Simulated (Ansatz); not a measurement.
# Ligand exchange: how K changes with temperature for BOF + KOH ⇌ B(OH)O + KF

Species: BOF `O=BF`, singlet; KOH `[OH][K]`, singlet; B(OH)O (oxoborinic acid), singlet; KF, singlet. The partners trade F for OH: B–F and K–OH bonds give way to B–OH and K–F.

The electronic reaction energy at CCSD(T)/def2-TZVPP is -66.7 kJ/mol. Shapes: PBE0-D4/def2-TZVP. Programs: Ansatz 0.2.0. Enthalpy and entropy come from rigid-rotor, harmonic-oscillator sums on unscaled PBE0-D4/def2-TZVP wavenumbers, ideal gases at 1 bar. Symmetry numbers: BOF 1, KOH 1, B(OH)O 1, KF 1. R = 8.3145 J/(mol K).

| T (K) | ΔH (kJ/mol) | ΔS (J/(mol K)) |
| --- | --- | --- |
| 500 | -67.9 | +6.3 |
| 700 | -69.0 | +4.4 |
| 900 | ? | ? |

Problem. Work out ln K at 500 and 700 K, and from these estimate it at 900 K.

Solution. 
1. 500 K: ΔG = -67.9 − 500 × (+6.3)/1000 = -71.1 kJ/mol; ln K = −ΔG/RT = +17.10.
2. 700 K: ΔG = -69.0 − 700 × (+4.4)/1000 = -72.1 kJ/mol; ln K = −ΔG/RT = +12.39.
3. Slope against 1000/T: (+12.39 − (+17.10))/(1.4286 − 2.0000) = +8.24, that is −ΔH/R with ΔH near -69 kJ/mol.
4. 900 K: ln K = +17.10 + (+8.24) × (1.1111 − 2.0000) = +9.78.

The full sums give ΔH = -70.0 kJ/mol, ΔS = +3.1 J/(mol K), ΔG = -72.8 kJ/mol and ln K = +9.73 at 900 K, so the line is off by +0.05 in ln K; without rounding the miss is +0.04, from the change of ΔH with temperature. The products are favoured over this whole range. An error of 10 kJ/mol in the energy moves ln K by 1.3 at 900 K. Outer-core shells of K are correlated, in sets that cover them unevenly.
